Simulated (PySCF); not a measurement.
# Krypton: a sound run and one with changed settings

Sound run: Kr [Kr], Kr⁺ [Ar] 3d10 4s2 4p5. Calculation: PySCF 2.14, in 6-31G*; no relativity, point nucleus. In the sound run the correlated levels freeze [Ar] 3d10. The sound run starts from symmetry-adapted Hartree-Fock orbitals and uses a fine grid where one is needed.

Changed run: scalar relativity by spin-free X2C-1e. This setting is unsound on purpose.

| species | method | sound run (hartree) | changed run (hartree) | converged |
| --- | --- | --- | --- | --- |
| Kr | UHF | -2751.67951 | -2779.35330 | yes |
| Kr | B3LYP | -2753.46725 | -2781.13882 | yes |
| Kr | M06-L | -2753.32919 | -2781.00307 | yes |
| Kr | MP2 | -2751.79530 | -2779.46840 | yes |
| Kr | CCSD(T) | -2751.80674 | -2779.47960 | yes |
| Kr⁺ | UHF | -2751.19566 | -2778.86840 | yes |
| Kr⁺ | B3LYP | -2752.94540 | -2780.61582 | yes |
| Kr⁺ | M06-L | -2752.82021 | -2780.49379 | yes |
| Kr⁺ | MP2 | -2751.28775 | -2778.95982 | yes |
| Kr⁺ | CCSD(T) | -2751.30297 | -2778.97470 | yes |

Ionisation energy of Kr:

```tsv
method	sound run (eV)	changed run (eV)
UHF	13.166	13.195
B3LYP	14.200	14.232
M06-L	13.850	13.858
MP2	13.811	13.839
SCS-MP2	13.735	13.763
CCSD	13.701	13.732
CCSD(T)	13.708	13.739
```

Most of the change in total energy is the relativistic energy itself. On top of that the contraction fixes the core shape for the Hamiltonian it was made with, so the changed run is not a good calculation with the other Hamiltonian either.

For comparison, NIST gives 14.000 eV between the lowest levels.
